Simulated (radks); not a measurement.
The numbers below are computed, except where a source is named.
Charge is removed step by step from the 4d down level of neutral indium, starting from [Kr] 4d(up 5, down 5) 5s2 5p1. Code: a radial shooting solver on a logarithmic mesh with Libxc functionals. Model: scalar-relativistic Kohn-Sham, PBE, spin-polarised, spherical densities, point nucleus; open shells are filled with parallel spins first (spin-orbit coupling, left out, can overturn this in heavy ions).

removed (e),E - E(0) (eV),eigenvalue (eV),E minus straight line (eV)
0,0.000,-18.530,0.000
0.125,2.408,-20.013,-0.693
0.25,5.004,-21.542,-1.198
0.375,7.794,-23.112,-1.510
0.5,10.783,-24.721,-1.623
0.625,13.975,-26.364,-1.532
0.75,17.374,-28.041,-1.234
0.875,20.985,-29.748,-0.725
1,24.811,-31.484,0.000

Removing the whole electron costs 24.811 eV by Delta-SCF, against 18.530 eV from minus the eigenvalue at the starting occupation. Slater's transition state (half an electron removed) gives 24.721 eV. Integrating minus the eigenvalue over the occupation (Janak's theorem) gives 24.815 eV. In this scalar-relativistic scheme the density is built from large components alone, so the theorem holds only approximately. The mean slope of the eigenvalue, de/dn, is 13.0 eV per electron.
